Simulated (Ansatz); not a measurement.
Program: Ansatz. Geometries: PBE0-D4/def2-TZVP. ΔE: electronic, gas phase. CBS: MP2 limit from def2 TZ/QZ plus the TZ coupled-cluster correction, frozen cores. DFT in def2-TZVPP. B3LYP here is the variant with VWN-RPA as its local correlation; programs differ in this. For Se outer-core shells are correlated without core-valence functions, which leaves a few kJ/mol of doubt a bond. Scalar relativity is left out up to krypton. Each species was taken in one conformer, which may not be the lowest.

Consider the formal exchange of groups at the Se–C bond: `[SeH]C1CC=N1` + `CSC` → `CSC[SeH]` + `C1=NCC1`.

`[SeH]C1CC=N1`:

Z-matrix (Å, degrees):
```
C
C 1 1.546
C 1 1.962 2 48.7
Se 1 1.946 2 113.6 3 -119.4
N 1 1.480 2 89.4 3 -1.3
H 1 1.089 2 115.9 3 113.1
H 2 1.093 1 115.6 3 113.7
H 2 1.092 1 116.4 3 -115.9
H 3 1.089 2 133.8 1 -178.7
H 4 1.468 1 94.5 2 171.5
```

`CSC`:

Cartesian coordinates in Å:
```
C -0.822 0.966 0.516
S 0.214 0.701 -0.926
C 0.829 -0.942 -0.547
H -1.621 0.224 0.571
H -1.270 1.955 0.413
H -0.234 0.942 1.435
H 0.013 -1.665 -0.481
H 1.490 -1.236 -1.364
H 1.400 -0.946 0.384
```

`CSC[SeH]`:

```xyz
10

C    -1.288    0.370    0.864
S    -0.812    0.481   -0.861
C     0.959    0.288   -0.719
Se    1.616   -1.437   -0.047
H    -0.895    1.211    1.438
H    -2.377    0.396    0.895
H    -0.938   -0.572    1.291
H     1.373    0.457   -1.711
H     1.383    1.028   -0.038
H     0.980   -2.221   -1.112
```

`C1=NCC1`:

Cartesian coordinates in Å:
```
C 0.863 0.723 0.224
N -0.245 1.351 0.101
C -0.955 0.073 -0.155
C 0.390 -0.677 -0.005
H 1.835 1.168 0.437
H -1.713 -0.145 0.601
H -1.415 0.040 -1.145
H 0.472 -1.359 0.844
H 0.769 -1.174 -0.901
```

```csv
level,ΔE (kcal/mol)
r2SCAN-D4,1.0
B3LYP-D4,0.8
B2PLYP,1.2
r2SCAN,1.0
CCSD/def2-TZVPP,1.3
HF/def2-QZVPP,1.7
MP2/def2-QZVPP,1.6
SCS-MP2/def2-QZVPP,1.5
```

Q: What does CCSD(T)/CBS give? (Best estimate.)

A: The calculation gave: +1.2 kcal/mol. The listed levels differ from it by -0.2, -0.4, 0.0, -0.2, 0.1, 0.5, 0.4, 0.3 kcal/mol.

Largest T1 diagnostic among the species: 0.011.
